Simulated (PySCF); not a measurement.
A GIAO shielding run with PySCF 2.14 (density fitting, non-relativistic, gas phase) on `[F][Ge]([F])([F])[F]`, F₄Ge:

```
{"job": {"kind": "nmr", "xc": "B3LYP", "basis": {"default": "pcSseg-1", "Ge": "pcSseg-2"}, "pop": false}, "charge": 0, "multiplicity": 1}
Ge     0.000038    -0.000209    -0.000641
F      0.011868    -0.011427     1.696960
F      1.597062     0.010404    -0.577252
F     -0.809240     1.387339    -0.550496
F     -0.799739    -1.386107    -0.568581
```

Hardware: 1 thread of an x86-64 server CPU, shared host.

(1) How large is the calculation?

(2) How long does it take?

(3) And these other runs on the same molecule and hardware: GIAO shielding at PBE/pcSseg-1 (pcSseg-2 on Ge); GIAO shielding at PBE0/pcSseg-1 (pcSseg-2 on Ge); spin–spin coupling at PBE/pcJ-1 (pcSseg-1 on Ge)?

Answers

(1) 68 electrons, 131 basis functions and 661 auxiliary functions.

(2) 7.3 s of wall time, with 11 SCF cycles and 4 response iterations. Times on a shared host scatter by some tens of per cent.

(3) PBE/pcSseg-1 (pcSseg-2 on Ge): 131 functions, 9.6 s; PBE0/pcSseg-1 (pcSseg-2 on Ge): 131 functions, 8.1 s; PBE/pcJ-1 (pcSseg-1 on Ge): 149 functions, 9.3 s.
